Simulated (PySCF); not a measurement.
A structure optimised at B3LYP-D3(BJ)/def2-TZVP, used in a PySCF frequency run:

```xyz
5

C     -1.8249    -0.0053     0.0000
Te     0.3359    -0.0003     0.0000
H     -2.1363     1.0390     0.0000
H     -2.1917    -0.4945    -0.8974
H     -2.1917    -0.4945     0.8974
```
Charge 0, spin multiplicity 2.

**Question.** Write its SMILES, formula and point group.

**Answer.** C[Te], CH3Te, Cs

**Question.** What are its rotational constants (standard atomic weights)?

**Answer.** 157.69, 7.3437, 7.3392 GHz
